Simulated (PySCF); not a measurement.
BrFH₄N₂Si, SMILES N[Si](N)(F)Br.

The structure is a stationary point at ωB97X-D3(BJ)/def2-SVP. The structure was generated by enumeration, and PubChem lists no compound with its InChIKey, so it may never have been made. Other conformers were not sampled.

Method: ωB97X-D3(BJ)/def2-SVP (PySCF).

Frequencies are harmonic and unscaled.

```csv
mode,ν (cm⁻¹),IR (km/mol),moving atoms (share of kinetic energy)
1,172,10.4,"N 43 %, F 25 %, H 19 %, Br 9 %"
2,182,0.9,"N 36 %, H 29 %, F 22 %, Br 9 %"
3,231,0.5,"H 78 %, N 9 %"
4,261,2.1,"F 30 %, Br 25 %, N 22 %, H 15 %"
5,277,4.5,"H 42 %, N 24 %, Si 13 %, F 12 %, Br 9 %"
6,317,45.5,"H 37 %, F 26 %, N 19 %, Si 17 %"
7,369,176.6,"H 54 %, N 35 %"
8,404,32.7,"H 75 %, N 18 %"
9,415,88.2,"H 75 %, N 18 %"
10,467,237.8,"Si 48 %, H 18 %, N 17 %, Br 11 %"
11,785,7.9,"H 42 %, N 31 %, F 24 %"
12,822,6.5,"H 64 %, N 34 %"
13,840,216.2,"H 43 %, N 22 %, Si 22 %, F 12 %"
14,952,175.9,"Si 46 %, N 28 %, F 15 %, H 11 %"
15,990,192.5,"Si 49 %, N 29 %, H 13 %, F 10 %"
16,1537,104.8,"H 87 %, N 12 %"
17,1546,52.8,"H 88 %, N 11 %"
18,3630,68.8,H 96 %
19,3632,34.1,H 96 %
20,3730,50.2,"H 91 %, N 9 %"
21,3738,54.7,"H 91 %, N 9 %"
```
